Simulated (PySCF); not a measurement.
**Does the structure fit the spectrum?**

A compound C7H8FN gives the data below (simulated from a calculation) and was assigned the structure `Cc1cc(F)ccc1N`.

¹³C{¹H} NMR (computed): δ 170.2 (C), 138.8 (C), 133.0 (CH), 129.3 (CH), 129.0 (CH), 120.9 (CH), 44.9 (CH2).

¹H NMR (400 MHz, computed): δ 7.53 (m, 1H), 7.49 (m, 1H), 7.48 (m, 1H), 7.30 (m, 1H), 4.22 (s, 2H), 0.81 (br s, 2H).

Level of theory: PBE0/pcSseg-1 with gauge-including orbitals, GFN2-xTB structure, in PySCF (non-relativistic, no solvent model, fast rotation and ring inversion assumed for equivalent nuclei, one conformer).

References, each an isolated molecule treated in the same way: TMS for ¹H and ¹³C.

**Question.** Compare with the shifts computed for the proposed structure, pairing carbons in order of shift.

**Answer.** Atoms are numbered as in `[CH3:1][c:2]1[cH:3][c:4]([F:5])[cH:6][cH:7][c:8]1[NH2:9]`; H(Xn) means a hydrogen on atom n.

```
atom  computed for proposal  given list  difference
  C4                  164.7       170.2        -5.5
  C8                  146.0       138.8        +7.2
  C2                  125.0       133.0        -8.0
  C3                  123.0       129.3        -6.3
  C6                  119.7       129.0        -9.3
  C7                  117.4       120.9        -3.5
  C1                   20.2        44.9       -24.7
```

The rms difference is 11.3 ppm and the largest -24.7 ppm at C1 (methyl carbon on an aromatic ring). The carbon types in order of shift don't match either: C, C, C, CH, CH, CH, CH3 for the proposal against C, C, CH, CH, CH, CH, CH2 in the data. The proposal doesn't fit.

**Question.** Which isomer fits?

**Answer.** SMILES NCc1ccccc1F.

Carbon types of the structure: 2 × C, 4 × CH, 1 × CH2, leaving 2 H on heteroatoms. δC 170.2: aromatic carbon bearing fluorine; an ipso carbon deshielded by its heteroatom. δC 138.8: substituted aromatic carbon. δC 133.0, 129.3, 129.0, 120.9: aromatic CH. δH 4.22: hydrogen on an sp3 CH2 bonded to N, on an aromatic ring; its carbon carries N, which withdraws density.

Other isomers checked: C=CC(=C)[C@@](C)(F)C#N (rms 15.8 ppm).

The shifts were computed for this structure.

OH and NH positions are those of a molecule without intermolecular hydrogen bonds; in solution they move with solvent, concentration and temperature, and exchange usually removes their couplings. Splittings by ¹⁹F in the carbon and heteronuclear signals aren't shown, as no couplings were computed. Shifts are as computed. Against solution values, carbons near 30 ppm lie about +3 ppm off and those near 130 ppm about +5 ppm. Of 1211 compounds with measured shifts, 218 miss one by over three times the rms of a fit or turn the order of signals round; such compounds aren't used in these exercises. No couplings were computed; multiplicities are counted from neighbouring protons, with m where these are inequivalent, close in shift, in a saturated or five-membered ring or joined by F or P, and br s for small geminal =CH2 splittings.
